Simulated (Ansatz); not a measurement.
Basis sets compared for the cluster Sn₂Te₃. The state is a singlet with charge 0. Geometry PBE0-D4/def2-SVP. Ansatz on 4 threads of Arm Neoverse V2 on a shared host; times are rough, and most runs start from earlier orbitals.

| atom | x (Å) | y (Å) | z (Å) |
| --- | --- | --- | --- |
| Sn1 | -0.439 | -1.978 | -1.096 |
| Sn2 | 0.110 | 0.476 | 1.705 |
| Te3 | -2.243 | -0.642 | 0.392 |
| Te4 | 1.854 | -0.172 | -0.639 |
| Te5 | 0.717 | 2.316 | -0.362 |

In the def2 sets Sn, Te take a core potential; there is no spin–orbit coupling. Another isomer (singlet) lies 0.42 eV lower at PBE0-D4/def2-TZVP; other spin states weren't run for this one.

Binding counts from free atoms (Sn triplet, Te triplet) in the same basis, without a counterpoise term.

| level | functions | energy (Eh) | HOMO (eV) | LUMO (eV) | binding per atom (eV) | wall time |
| --- | --- | --- | --- | --- | --- | --- |
| PBE-D4/def2-SVP | 130 | -1232.8586 | -4.95 | -3.56 | 2.61 | 1.8 s |
| PBE0-D4/def2-SVP | 130 | -1232.9161 | -5.88 | -3.02 | 2.45 | 3.6 s |

(1) Estimate the rows for PBE-D4/def2-TZVP (with forces), PBE0-D4/def2-TZVP.

## Answers

(1) 
| level | functions | energy (Eh) | HOMO (eV) | LUMO (eV) | binding per atom (eV) | wall time |
| --- | --- | --- | --- | --- | --- | --- |
| PBE-D4/def2-TZVP (with forces) | 250 | -1232.9032 | -5.00 | -3.57 | 2.64 | 5 s |
| PBE0-D4/def2-TZVP | 250 | -1232.9586 | -5.90 | -3.01 | 2.49 | 10 s |
